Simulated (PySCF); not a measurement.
C3H3, SMILES [CH2+][C][CH] (connectivity only; charge and spin as stated), charge +1, multiplicity 1.

Geometry optimised at B3LYP-D3(BJ)/def2-TZVP.

Two levels are set side by side: TDDFT-PBE/def2-SVPD (PySCF) and TDDFT-PBE0/def2-SVPD (PySCF). Vertical, same geometry. The lowest singlet is HOMO→LUMO 100 % with PBE and HOMO→LUMO 100 % with the other functional; states are paired by order. Differences are taken from unrounded values.

```json
[
 {"quantity": "lowest singlet excitation (eV)", "TDDFT-PBE": "2.19"},
 {"quantity": "lowest triplet excitation (TDA) (eV)", "TDDFT-PBE": "1.69"},
 {"quantity": "first bright state (f over 0.05) (eV)", "TDDFT-PBE": "5.48"},
 {"quantity": "its oscillator strength", "TDDFT-PBE": "0.12"}
]
```

Question: These are the TDDFT-PBE values. What does TDDFT-PBE0 give? (The exact figures need the calculation; the answer reports its results.)

Answer: 
```csv
quantity,TDDFT-PBE0,TDDFT-PBE minus TDDFT-PBE0
lowest singlet excitation (eV),2.25,-0.06
lowest triplet excitation (TDA) (eV),1.74,-0.05
first bright state (f over 0.05) (eV),5.44,0.04
its oscillator strength,0.13,-0.01
```

Rough cost on one machine, each run with all the roots and properties that it gave: TDDFT-PBE0 against TDDFT-PBE about 3 times.
